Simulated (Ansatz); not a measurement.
`[SiH3]CCI` + `[AsH3]` → `[SiH3]C[AsH2]` + `CI` at 298.15 K and 1 bar (substitution at a C–C bond).

Gas-phase electronic energies from Ansatz, PBE0-D4/def2-TZVP geometries. CCSD(T)/CBS adds triple-zeta CCSD(T) − MP2 to the extrapolated MP2 energy (def2 sets, frozen cores). Elements past krypton have def2 core potentials. For As, I outer-core shells are correlated without core-valence functions, which leaves a few kJ/mol of doubt a bond. Scalar relativity is left out up to krypton. One conformer a species, not always the lowest.

```json
{"species": "`[SiH3]CCI`", "CCSD(T)/CBS energy (Eh)": "-666.83625", "H − E (kJ/mol)": "230.9", "S (J/(mol·K))": "350.2"}
{"species": "`[AsH3]`", "CCSD(T)/CBS energy (Eh)": "-2236.79077", "H − E (kJ/mol)": "67.8", "S (J/(mol·K))": "222.9"}
{"species": "`[SiH3]C[AsH2]`", "CCSD(T)/CBS energy (Eh)": "-2566.33655", "H − E (kJ/mol)": "196.2", "S (J/(mol·K))": "326.8"}
{"species": "`CI`", "CCSD(T)/CBS energy (Eh)": "-337.29646", "H − E (kJ/mol)": "107.0", "S (J/(mol·K))": "253.5"}
```

H − E and S are ideal-gas, rigid-rotor, harmonic terms from PBE0-D4/def2-TZVP, for one conformer and one mirror image of each species. 1 Eh = 2625.50 kJ/mol, R = 8.31446 J/(mol·K).

**Question.** By hand: ΔE, ΔH, ΔS and ΔG.

**Answer.** ΔE = (-2566.33655) + (-337.29646) − (-666.83625) − (-2236.79077) = -0.00599 Eh = -15.7 kJ/mol. Δ(H − E) = 196.2 + 107.0 − 230.9 − 67.8 = 4.5, so ΔH = -11.2 kJ/mol. ΔS = 326.8 + 253.5 − 350.2 − 222.9 = 7.2 J/(mol·K). ΔG = -11.2 − 298.15 × (7.2)/1000 = -13.3 kJ/mol.

**Question.** By hand: the equilibrium constant, and the temperature at which ΔG would vanish if ΔH and ΔS stayed fixed.

**Answer.** log₁₀ K = −ΔG/(RT ln 10) = 2.3. ΔH and −TΔS have one sign here, so there is no such temperature.

The number of gas molecules stays the same, so ΔS is small and ΔH decides. A doubt of 5 kJ/mol in ΔE shifts log₁₀ K by 0.9 here. Other conformers and mirror images would add mixing entropy, several J/(mol·K) or more a flexible species. These are equilibria of isolated gas molecules and say nothing of rates. Largest T1 diagnostic: 0.011 (customary marks: 0.02 for closed shells, 0.045 for open ones).

ΔS is within the doubt of such terms, so its sign, and with it that verdict, could turn.
